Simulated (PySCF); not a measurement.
**How methods differ on the ionisation energy of Te⁵¹⁺**

Te⁵¹⁺ 1s1 (2S) → Te⁵²⁺ (bare nucleus), as a difference of total energies. Calculation: PySCF 2.14, in an even-tempered Gaussian basis (15 s from 110 bohr⁻², ratio 2.2; 7 p from 160 bohr⁻², ratio 2.4; 4 d from 480 bohr⁻², ratio 2.4; 3 f from 720 bohr⁻², ratio 2.4; 3 g from 1100 bohr⁻², ratio 2.4); the non-relativistic Hamiltonian (point nucleus). The calculations carry no spin-orbit coupling.

```json
{"method": "UHF", "ionisation energy (eV)": "36789.8"}
{"method": "LDA", "ionisation energy (eV)": "36728.9"}
{"method": "PBE", "ionisation energy (eV)": "36780.7"}
{"method": "BP86", "ionisation energy (eV)": "36787.6"}
{"method": "r2SCAN0", "ionisation energy (eV)": "36789.8"}
```

Estimate what PBE0 gives.

36783.0 eV, closest to PBE among the rows shown.

Estimate what r2SCAN gives.

36789.8 eV, closest to r2SCAN0 among the rows shown.

The gap to the reference is mostly relativistic.

For comparison: 38177.7 eV (theoretical estimate listed by NIST; NIST Atomic Spectra Database, ionization energies).
